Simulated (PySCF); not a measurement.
**Working out the ionisation energy of Cu**

Cu [Ar] 3d10 4s1 (2S) → Cu⁺ [Ar] 3d10 (1S). Computed with PySCF 2.14 in x2c-SVPall, with the spin-free X2C one-electron Hamiltonian (Gaussian nucleus). Frozen: [Ar]. Energies in hartree (1 hartree = 27.21139 eV):

```tsv
part	Cu (lower)	Cu⁺ (upper)
UHF	-1652.840699	-1652.599591
CCSD correlation	-0.261499	-0.242422
(T)	-0.014532	-0.010667
```

Task: What does Hartree-Fock give?

Result: (-1652.599591) − (-1652.840699) = 0.241108 hartree = 6.561 eV.

Task: What do CCSD and CCSD(T) give?

Result: The CCSD correlation energies differ by 0.019077 hartree = 0.519 eV and the triples by 0.003865 hartree = 0.105 eV, so CCSD gives 7.080 eV and CCSD(T) 7.185 eV.

Measured between the centres of the two terms (NIST): 7.726 eV, so CCSD(T) (valence) is off by -0.541 eV.

A double-zeta basis recovers only part of the correlation energy.

What remains against the reference includes basis incompleteness, the frozen core and higher excitations.
